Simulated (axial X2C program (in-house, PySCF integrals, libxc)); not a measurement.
GaSi⁺: from the spin-free to the two-component result

Calculated with an in-house relativistic program for diatomic molecules. Spin-free means the one-electron spin-free X2C Hamiltonian; two-component (2c) means X2C with spin–orbit coupling and atomic mean-field two-electron Coulomb and Gaunt terms, so the difference of the two also holds small scalar two-electron terms. Basis: Ga dyall-cv3z [9s9p7d4f1g], Si dyall-v3z [8s7p2d1f] (cores contracted in-house); Gaussian nuclei, density fitting, unrestricted open shells. Masses: Ga 68.926 u, Si 27.977 u.

Spin-free state: M_S = 1, Λ = 0 (beyond evenly filled blocks: π+α, π-α); fragments Ga+ + Si.

| level | Re (Å) | ωe (cm⁻¹) | De (eV) | μ (D) |
| --- | --- | --- | --- | --- |
| r2SCAN | 2.397 | 271.9 | 0.837 | 0.85 |

Dipoles are positive if Si is the positive end and refer to the centre of mass.

Two-component determinant lowest at the distance of the search:

Ω = 1 (⟨Sz⟩ = 1.00, ⟨Lz⟩ = 0.00 at r2SCAN); fragments Ga+ + Si.

| level | Re (Å) | ωe (cm⁻¹) | De (eV) | μ (D) |
| --- | --- | --- | --- | --- |
| r2SCAN | 2.397 | 271.7 | 0.835 | 0.85 |

Question: From the two tables, how do the constants change at the r2SCAN level (2c against spin-free)?

Answer: At the r2SCAN level Re is unchanged to within 0.001 Å and ωe stays the same within 0.2 cm⁻¹; De is not compared, since the atomic limits differ or miss part of their spin–orbit lowering.

De is counted from the lowest determinant-based energies of the atoms at the same level, without counterpoise correction. Density functionals use the spin component along the axis (collinear). In 2c an atomic determinant is not the ground J level, so De misses part of the atomic spin–orbit lowering. This holds for r2SCAN. The functionals have no current-density term, which raises determinants with orbital currents, atoms included. The state is one determinant with fixed occupations, lowest in a PBE0 search at one distance only: followed along the bond, the spin-free determinant M_S = 1, Λ = 1 reaches 0.29 eV lower at PBE0, so the state shown is not the lowest. With several unpaired electrons one determinant need not be a pure state. Open-shell Ω = 0 determinants with evenly filled partner blocks cannot be reached by this program, so the Ω shown need not be the lowest component. This is the Ω = 1 component of a π² triplet; the 0⁺ component is not one determinant and can lie lowest.
